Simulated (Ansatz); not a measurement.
Species: BH2Se, charge 0, doublet. BH2Se (SMILES B[Se], doublet).
B3LYP-D3(BJ)/def2-TZVP minimum from Ansatz (a program for electronic structure):
```
B
H 1 1.1916
H 1 1.1916 2 121.55
Se 1 1.8712 2 119.22 3 180.00
```
Charge 0, spin multiplicity 2.

Hartree-Fock and MP2 correlation energies in hartree (Ansatz). UHF or UKS for unpaired electrons; spin-orbit terms are left out. Cores are frozen in correlated methods (noble-gas shells, and filled d and f shells in the p block). No relativity.

```tsv
basis	X	E(HF)	E(corr, MP2)
cc-pVTZ	3	-2425.74265	-0.22961
cc-pVQZ	4	-2425.74735	-0.24842
cc-pV5Z	5	-2425.74805	withheld
```

Q: Fit E(corr) = E∞ + A/X³ to X = 3 and 4, predict X = 5, and compare with the run.

A: A = (-0.22961 - (-0.24842))/(1/27 - 1/64) = 0.8785; E∞ = -0.24842 - A/64 = -0.26215; at X = 5, E∞ + A/125 = -0.25512. The run gave -0.25642, 1.30 mEh below the prediction. The same form on X = 4 and 5 gives E∞ = -0.26481, 2.67 mEh below the first estimate.
